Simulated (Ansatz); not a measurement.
`C#C[SiH2]C=O` + `CN=C(O)O` → `C#C[SiH2]O` + `C/N=C(/O)C=O`  (formal exchange of groups at the Si–C bond)

Calculated with Ansatz (gas phase, PBE0-D4/def2-TZVP geometries, no zero-point term in ΔE). CCSD(T)/CBS adds triple-zeta CCSD(T) − MP2 to the extrapolated MP2 energy (def2 sets, frozen cores). DFT in def2-TZVPP. B3LYP here is the variant with VWN-RPA as its local correlation; programs differ in this. One conformer a species, not always the lowest.

`C#C[SiH2]C=O`:

```xyz
9

C     1.709   -1.544   -0.885
C     0.882   -0.991   -0.202
Si   -0.375   -0.099    0.766
C    -0.970    1.441   -0.236
O    -1.818    2.166    0.213
H     2.441   -2.037   -1.483
H    -1.548   -0.969    1.016
H     0.201    0.377    2.045
H    -0.522    1.657   -1.234
```

`CN=C(O)O`:

```xyz
10

C    -0.788    0.273    1.055
N    -0.566   -0.520   -0.127
C     0.477   -0.299   -0.803
O     1.447    0.596   -0.583
O     0.764   -0.985   -1.908
H    -0.876    1.348    0.836
H     0.000    0.141    1.811
H    -1.726   -0.029    1.522
H     1.231    1.087    0.217
H     0.037   -1.611   -2.018
```

`C#C[SiH2]O`:

```xyz
8

C     0.247   -1.086    1.852
C    -0.025   -0.579    0.791
Si   -0.440    0.211   -0.804
O     0.842    1.036   -1.413
H     0.487   -1.538    2.787
H    -1.606    1.098   -0.561
H    -0.772   -0.825   -1.804
H     1.267    1.683   -0.848
```

`C/N=C(/O)C=O`:

Z-matrix (Å, degrees):
```
C
N 1 1.443
H 1 1.094 2 112.1
H 1 1.094 2 112.0 3 -120.1
H 1 1.090 2 108.4 3 120.0
C 2 1.257 1 122.8 3 59.9
C 6 1.503 2 129.3 1 0.0
O 6 1.349 2 121.0 1 -180.0
O 7 1.199 6 123.5 2 0.0
H 7 1.107 6 114.2 2 -180.0
H 8 0.967 6 106.5 2 0.0
```

| level | ΔE (kcal/mol) | difference from CCSD(T)/CBS |
| --- | --- | --- |
| PBE-D4 | -26.3 | 4.6 |
| r2SCAN-D4 | -28.6 | 2.3 |
| ωB97M-V | -29.0 | 1.9 |
| B2PLYP | -30.5 | 0.4 |
| r2SCAN | -28.5 | 2.4 |
| B3LYP | -29.2 | 1.7 |
| MP2/def2-TZVPP | -32.2 | -1.3 |
| SCS-MP2/def2-TZVPP | -32.0 | -1.1 |
| CCSD(T)/def2-TZVPP | -30.4 | 0.5 |
| HF/def2-QZVPP | -29.8 | 1.1 |
| CCSD(T)/CBS | -30.9 | 0 |

Largest T1 diagnostic among the species: 0.015.

In def2-TZVPP, CCSD(T) changes the Hartree–Fock value by −0.8 kcal/mol (the triples alone add −0.1 kcal/mol) and MP2 by −2.6 kcal/mol.
